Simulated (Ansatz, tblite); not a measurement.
Forces on Ge(NCS)H3 (CH₃GeNS) at its PBE-D4/def2-SVP geometry. The state is a singlet with charge 0.

The xTB rows come from tblite.

GFN1-xTB (tblite), largest force 1.45 eV/Å:

```xyz
7
positions Å, forces eV/Å
Ge   -0.324    0.868    0.703   -0.216    0.562    0.472
N     0.191   -0.486   -0.420   -0.021    0.072    0.040
C     0.523   -1.397   -1.137    0.400   -1.102   -0.858
S     0.963   -2.594   -2.084   -0.389    1.060    0.836
H    -1.689    0.463    1.306    0.786    0.228   -0.350
H    -0.434    2.149   -0.156    0.065   -0.742    0.488
H     0.769    0.997    1.789   -0.626   -0.079   -0.628
```

GFN2-xTB (tblite), largest force 1.81 eV/Å:

```
Ge 0.038 -0.104 -0.082
N 0.151 -0.433 -0.322
C 0.088 -0.240 -0.186
S -0.501 1.367 1.077
H 0.562 0.098 -0.289
H 0.069 -0.572 0.284
H -0.407 -0.114 -0.481
```

r2SCAN-D4/def2-TZVP (Ansatz), largest force 1.35 eV/Å:

```
Ge -0.011 0.025 0.026
N 0.372 -1.022 -0.805
C -0.260 0.717 0.568
S -0.195 0.529 0.418
H 0.268 0.058 -0.131
H 0.028 -0.264 0.148
H -0.202 -0.044 -0.224
```
